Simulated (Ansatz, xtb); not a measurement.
**Isomers of C4H5FSSi in order of energy**

6 gas-phase structures of C4H5FSSi, from a drawn sample of its isomers (lower ones may exist). Each was relaxed with GFN2-xTB:

A. `Fc1csc([SiH3])c1`, a singlet
B. `Fc1sccc1[SiH3]`, a singlet
C. `Fc1ccsc1[SiH3]`, a singlet
D. `Fc1cc([SiH3])cs1`, a singlet
E. `Fc1cscc1[SiH3]`, a singlet
F. `Fc1ccc([SiH3])s1`, a singlet

Question: Estimate their order in r2SCAN-D4/def2-SVP energy at these geometries, lowest first.

Answer: Calculated order at r2SCAN-D4/def2-SVP: C (0.0), E (1.3), A (1.7), F (4.5), B (5.0), D (6.9) kcal/mol. Less than 1 kcal/mol parts E and A; F and B, so the order within those pairs means little.

Energies above the lowest of each column, in kcal/mol; the last columns are at B3LYP-D3(BJ)/def2-SVP geometries:

```json
{"structure": "C", "GFN2-xTB": "0.0", "HF/STO-3G": "0.3", "r2SCAN-D4/def2-SVP": "0.0", "B3LYP-D3(BJ)/def2-SVP": "0.0", "CCSD(T)/def2-SVP + ΔMP2/def2-TZVPP": "0.0"}
{"structure": "E", "GFN2-xTB": "0.0", "HF/STO-3G": "0.3", "r2SCAN-D4/def2-SVP": "1.3", "B3LYP-D3(BJ)/def2-SVP": "1.0", "CCSD(T)/def2-SVP + ΔMP2/def2-TZVPP": "1.0"}
{"structure": "A", "GFN2-xTB": "1.2", "HF/STO-3G": "1.2", "r2SCAN-D4/def2-SVP": "1.7", "B3LYP-D3(BJ)/def2-SVP": "1.4", "CCSD(T)/def2-SVP + ΔMP2/def2-TZVPP": "1.1"}
{"structure": "F", "GFN2-xTB": "3.3", "HF/STO-3G": "0.7", "r2SCAN-D4/def2-SVP": "4.5", "B3LYP-D3(BJ)/def2-SVP": "4.3", "CCSD(T)/def2-SVP + ΔMP2/def2-TZVPP": "4.3"}
{"structure": "B", "GFN2-xTB": "2.2", "HF/STO-3G": "0.0", "r2SCAN-D4/def2-SVP": "5.0", "B3LYP-D3(BJ)/def2-SVP": "4.8", "CCSD(T)/def2-SVP + ΔMP2/def2-TZVPP": "5.0"}
{"structure": "D", "GFN2-xTB": "3.5", "HF/STO-3G": "0.9", "r2SCAN-D4/def2-SVP": "6.9", "B3LYP-D3(BJ)/def2-SVP": "6.0", "CCSD(T)/def2-SVP + ΔMP2/def2-TZVPP": "5.9"}
```

CCSD(T)/def2-SVP + ΔMP2/def2-TZVPP puts C lowest; HF/STO-3G picks B. B keeps a small imaginary mode. ΔMP2 is the change of the MP2 energy from the smaller to the larger basis.

Over these structures GFN2-xTB departs from r2SCAN-D4/def2-SVP by 1.0 kcal/mol on average once a common shift is removed. A GFN2-xTB relaxation took about 0.32 s and the r2SCAN-D4/def2-SVP energy about 8.2 s on a shared host (Ansatz 0.2.0, xtb 6.7.1).
